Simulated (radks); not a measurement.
Valence configurations of the ytterbium ion Yb3+ (all share [Xe]). Method: scalar-relativistic Kohn-Sham, r2SCAN, spin-polarised, spherical densities, finite nucleus; open shells are filled with parallel spins first (spin-orbit coupling, left out, can overturn this in heavy ions); meta-GGA in the generalised Kohn-Sham scheme; Fermi nuclear charge, rms radius 5.3108 fm; computed with a radial shooting solver on a logarithmic mesh with Libxc functionals. Energies are relative to 4f13; eigenvalues in eV for spin up.

valence               E (eV)  moment (Bohr magnetons)    e(4f)    e(5d)    e(6p)    e(6s)
4f13                   0.000                        1  -36.436        -        -        -
4f12 6s1              15.107                        3  -48.160        -        -  -27.367
4f12 6p1              21.741                        3  -49.478        -  -21.225        -
4f11 6s1 6p1          45.117                        5  -62.143        -  -23.397  -30.829
4f11 6s2              39.626                        3  -61.014        -        -  -29.210
4f12 6s0.5 6p0.5      18.498                        3  -48.826        -  -20.915  -27.519
4f12.5 6p0.5           9.886                        2  -42.849        -  -19.552        -
4f12.5 6s0.5           6.791                        2  -42.184        -        -  -25.523
4f11 5d1 6s0.5 6p0.5  37.585                        5  -57.958  -32.463  -21.569  -28.666
4f12 5d1              12.882                        3  -44.763  -27.278        -        -

NIST lists [Xe] 4f13 as the ground configuration; this level of theory agrees among the configurations tried. The energies are those of spherical high-spin densities, not of single terms.
